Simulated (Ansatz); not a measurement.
Species: C7H11, charge 0, multiplicity 2. It need not be the lowest isomer of its formula. SMILES: [CH]=C1CCCCC1
Structure (B3LYP-D3(BJ)/def2-TZVP (Ansatz, a quantum-chemistry and plane-wave program) minimum search):
```xyz
18

C      2.3046    -0.0004     0.6808
C      1.1718     0.0136     0.0288
C      0.4372    -1.2592    -0.3603
C     -0.9978    -1.2458     0.1827
C     -1.7437     0.0213    -0.2369
C     -0.9878     1.2813     0.1859
C      0.4481     1.2843    -0.3560
H      2.9897    -0.7380     1.0694
H      0.9782    -2.1376    -0.0075
H      0.4045    -1.3149    -1.4552
H     -0.9635    -1.3021     1.2752
H     -1.5306    -2.1346    -0.1648
H     -1.8663     0.0229    -1.3260
H     -2.7494     0.0239     0.1904
H     -0.9537     1.3348     1.2786
H     -1.5139     2.1745    -0.1596
H      0.4125     1.3457    -1.4506
H      0.9985     2.1544     0.0005
```
Charge 0, spin multiplicity 2.

Quantity: atomisation energy (electronic, to ground-state atoms), in kJ/mol. Cores are frozen in the correlated levels unless marked. UHF or UKS for open shells. Spin-orbit coupling is left out. Non-relativistic. The coupled-cluster limit lacks core correlation, which all-electron functionals hold. CBS marks a two-point X^-3 extrapolation of the correlation energy; Hartree-Fock from the larger set. The bracket is a focal-point correction in the basis named.

| level | program | atomisation energy (kJ/mol) | minus last row |
|---|---|---|---|
| HF/6-31G* | Ansatz | 5682.1 | -1826.1 |
| BLYP-D3(BJ)/def2-TZVPD | Ansatz + dftd3 | 7483.2 | -25.0 |
| BLYP-D4/def2-TZVPD | Ansatz + dftd4 | 7485.6 | -22.6 |
| r2SCAN-D3(BJ)/def2-TZVPD | Ansatz + dftd3 | 7557.0 | 48.8 |
| PBE0/def2-SVP | Ansatz | 7668.4 | 160.2 |
| PBE0/def2-TZVP | Ansatz | 7576.1 | 67.9 |
| PBE0/def2-TZVPD | Ansatz | 7577.0 | 68.8 |
| BHLYP-D3(BJ)/def2-TZVPD | Ansatz + dftd3 | 7352.9 | -155.3 |
| BHLYP-D4/def2-TZVPD | Ansatz + dftd4 | 7343.1 | -165.1 |
| r2SCANh-D4/def2-TZVPD | Ansatz + dftd4 | 7525.5 | 17.3 |
| r2SCAN0-D4/def2-TZVPD | Ansatz + dftd4 | 7483.9 | -24.3 |
| HSE06-D3(BJ)/def2-TZVPD | Ansatz + dftd3 | 7612.7 | 104.5 |
| LC-wPBE-D3(BJ)/def2-TZVPD | Ansatz + dftd3 | 7580.0 | 71.8 |
| LC-wPBE/def2-TZVPD | Ansatz | 7539.3 | 31.1 |
| B2GP-PLYP-D3(BJ)/def2-TZVPD | Ansatz + dftd3 | 7439.1 | -69.1 |
| B2GP-PLYP-D4/def2-TZVPD | Ansatz + dftd4 | 7433.0 | -75.2 |
| B2PLYP-D3(BJ)/def2-TZVPD | Ansatz + dftd3 | 7456.9 | -51.3 |
| B2PLYP/def2-TZVPD | Ansatz | 7423.1 | -85.1 |
| CCSD(T)/6-31G | Ansatz | 6597.8 | -910.4 |
| CCSD(T)/cc-pVTZ | Ansatz | 7343.1 | -165.1 |
| RI-MP2/CBS(cc-pVTZ,cc-pVQZ)+[CCSD(T)-MP2]/cc-pVTZ | Ansatz | 7508.2 | 0.0 |

The UHF reference is spin-contaminated (<S^2> 0.17 over the pure value in the largest basis).
